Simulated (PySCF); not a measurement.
Gas-phase reaction: Ag2 + HI = AgI + AgH

Energies from PySCF (xtb for GFN2), thermal terms from the rigid-rotor harmonic-oscillator model, ideal gas at 1 bar. † marks an energy on the PBE0/def2-TZVP geometry and frequencies; other levels use their own. MP2 and CCSD(T) freeze the core. All species are closed-shell singlets. B3LYP is the form with VWN-RPA correlation. Ag, I: scalar-relativistic def2 core potential, no spin-orbit coupling. MP2 isn't extrapolated to the basis-set limit; its ΔH°(298 K) is 9.2 kJ in def2-SVP and 10.8 kJ in def2-TZVPP. CCSD(T) isn't extrapolated to the basis-set limit; its ΔH°(298 K) is 7.7 kJ in def2-SVP and 2.2 kJ in def2-TZVPP. The harmonic model lacks anharmonicity and excited electronic states, which grow with temperature; levels with a mode under 35 cm⁻¹ are left out. Warning, large T1 diagnostic: AgH (CCSD(T)/def2-TZVPP†).

```
level                ΔE electronic, kJ  ΔH°(298 K), kJ  ΔS°(298 K), J/K  ΔG°(1800 K), kJ
-------------------  -----------------  --------------  ---------------  ---------------
B3LYP/def2-TZVP†                    17              14                5                4
CCSD(T)/def2-TZVPP†                  5               2                5               -8
GFN2-xTB                           -55             -60                3              -69
HF/def2-TZVP†                      -19             -23                5              -33
MP2/def2-SVP†                       13               9                5               -1
PBE/def2-TZVP†                      15              11                5                1
PBE0/def2-QZVP†                      3              -1                5              -11
PBE0/def2-SVP†                       3               0                5              -10
r2SCAN/def2-TZVP†                    3               0                5              -10
ωB97M-V/def2-TZVP†                 -12             -15                5              -25
ωB97X-V/def2-TZVP†                 -15             -18                5              -28
```
ΔH° is lowest at GFN2-xTB and highest at B3LYP/def2-TZVP†. No reference value is set beside these.
